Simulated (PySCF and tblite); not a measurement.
Values are calculated unless marked as measured or tabulated.
C4H7FO2S, numbered as in [CH3:1][O:2][C@@H:3]1[C@H:4]([F:5])[CH2:6][S@@:7]1=[O:8].

Conformers came from 200 starts (ETKDG and KDG, MMFF94s, GFN2-xTB); geometries are GFN2-xTB. Energies: PBE0-D3(BJ)/def2-SVP (IEF-PCM, acetone), with GFN2-xTB thermal terms (modes under about 100 cm⁻¹ blended into free rotors). Symmetry numbers and mirror images are counted. Conformers within 2.5 kcal/mol (GFN2-xTB free energy) were kept, 4 at most. Run with PySCF (density fitting) and tblite.

Rotational constants are equilibrium values for the commonest isotopes; dipoles come from the energy level named and are polarised by its solvent model.

Torsions listed: C1–O2–C3–S7. The 4-ring runs over atoms 3–4–6–7.

| conformer | shape | symmetry | weight % |
| --- | --- | --- | --- |
| 1 | 4-ring puckered (ring torsions -25, 20, -20, 24°); 86° | C1 | 99.3 |
| 2 | 4-ring puckered (ring torsions -25, 21, -20, 25°); 167° | C1 | 0.6 |
| 3 | 4-ring puckered (ring torsions 13, -11, 11, -13°); -49° | C1 | 0.1 |

Sets of constants, in random order:

| set | A (MHz) | B (MHz) | C (MHz) | abs μa (D) | abs μb (D) | abs μc (D) |
| --- | --- | --- | --- | --- | --- | --- |
| P | 2127 | 1809 | 1313 | 0.25 | 3.07 | 3.17 |
| Q | 2174 | 1756 | 1107 | 1.66 | 0.29 | 3.50 |
| R | 2421 | 1570 | 1081 | 2.78 | 2.32 | 3.37 |

(1) Match each set to its conformer.

Answers

(1) P is conformer 3, Q is conformer 1, R is conformer 2.


Conformer gaps in def2-SVP on xTB geometries can be 2 kcal/mol too large for S=O, P=O and other polar bonds.